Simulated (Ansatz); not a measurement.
Calculated with Ansatz (gas phase, PBE0-D4/def2-TZVP geometries, no zero-point term in ΔE). CCSD(T)/CBS is the MP2 limit (def2-TZVPP, def2-QZVPP) plus CCSD(T) − MP2 in def2-TZVPP, frozen cores. Functionals use def2-TZVPP. Each species was taken in one conformer, which may not be the lowest.

`C=C(N)S[SiH3]` → `C[SiH2]NC=S`  (isomerisation)

```tsv
level	ΔE (kcal/mol)
r2SCAN-D4	-23.2
ωB97X-V	-22.0
B2PLYP	-23.8
HF/def2-TZVPP	-22.8
MP2/def2-TZVPP	-23.3
CCSD/def2-TZVPP	-22.5
HF/def2-QZVPP	-23.1
CCSD/CBS(def2)	-22.1
```

Q: What does CCSD(T)/CBS give? (Best estimate.)

A: Computed: -22.4 kcal/mol. The listed levels differ from it by -0.8, 0.4, -1.4, -0.4, -0.9, -0.1, -0.7, 0.3 kcal/mol.

Largest T1 diagnostic among the species: 0.016.
